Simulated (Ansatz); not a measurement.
Ideal-gas functions of GaH$_{5}$SeSi, SMILES `[SiH3][Se][GaH2]` at 298.15 K and 1 bar, from an Ansatz frequency run at PBE0-D4/def2-TZVP.

Molar mass 181.81 g/mol, point group Cs (symmetry number 1), electronic degeneracy 1, moments of inertia 104.998, 301.233, 400.344 u Å². Harmonic wavenumbers (cm⁻¹, unscaled): 61, 91, 195, 290, 397, 451, 583, 600, 608, 727, 913, 938, 944, 1985, 2008, 2227, 2237, 2242.

Use S(trans) = R[1.5 ln M + 2.5 ln T − 1.1517]; rotational temperatures θ = 24.2544 K / I; S(rot) = R[ln(√π/σ · √(T³/θAθBθC)) + 1.5]; for each mode x = 1.438777 ν̃/T, S = R[x/(eˣ − 1) − ln(1 − e⁻ˣ)] and H = RT x/(eˣ − 1); 1 cm⁻¹ = 0.0119627 kJ/mol; R = 8.31446 J/(mol·K).

**Question.** By hand: the entropy, in J/(mol·K).

**Answer.** Translation 173.7. Rotation: θ = 0.231, 0.0805, 0.0606 K, giving 116.5. Vibration, mode by mode: 18.51, 15.22, 9.12, 6.17, 4.07, 3.32, 2.01, 1.88, 1.82, 1.15, 0.55, 0.50, 0.49, 0.01, 0.01, 0.00, 0.00, 0.00, in all 64.8. Electronic 0.0. Sum 355.0 J/(mol·K).

**Question.** By hand: H − E and G − E in kJ/mol, counted from the electronic energy.

**Answer.** Zero-point energy ½ × 17497 × 0.0119627 = 104.7; thermal vibration 10.2; translation, rotation and pV give 4 RT = 9.9. H − E = 124.8 kJ/mol, and G − E = 124.8 − 298.15 × 355.0/1000 = 19.0 kJ/mol.

Vibration gives 18 % of the entropy, 33.7 J/(mol·K) of it from the modes under 150 cm⁻¹: soft modes count most, and the harmonic formula is weakest for them.
